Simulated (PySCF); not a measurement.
SMILES [CH3][Al]([CH3])[OH] (C₂H₇AlO), PBE0/def2-SVP optimised geometry.

```
11

Al    -0.31     0.00     0.00
C     -1.22    -1.73     0.00
H     -0.94    -2.33    -0.88
H     -2.32    -1.64     0.00
H     -0.93    -2.33     0.88
C     -1.22     1.72     0.00
H     -0.92     2.33    -0.87
H     -0.95     2.31     0.89
H     -2.32     1.63    -0.01
O      1.37     0.00     0.00
H      2.32     0.00     0.00
```

Density from PBE0/def2-TZVP in PySCF at that geometry.

Minimum of the electron density along straight lines between bonded atoms, close to the bond critical point (lines longer than 1.1 times the sum of covalent radii, or with two minima, are not listed):

```
bond     length / Å  ρ at the minimum / e bohr⁻³  ∇²ρ there / e bohr⁻⁵  position (fraction from the first atom)
-------  ----------  ---------------------------  --------------------  ---------------------------------------
Al1–C2        1.955                        0.087                  0.26                                     0.40
C2–H3         1.104                        0.262                 -0.84                                     0.64
C2–H4         1.102                        0.264                 -0.85                                     0.64
C2–H5         1.104                        0.262                 -0.84                                     0.64
Al1–C6        1.955                        0.087                  0.26                                     0.40
C6–H7         1.103                        0.262                 -0.84                                     0.64
C6–H8         1.104                        0.262                 -0.84                                     0.64
C6–H9         1.102                        0.264                 -0.85                                     0.64
Al1–O10       1.677                        0.104                  0.86                                     0.43
O10–H11       0.946                        0.364                 -2.58                                     0.82
```
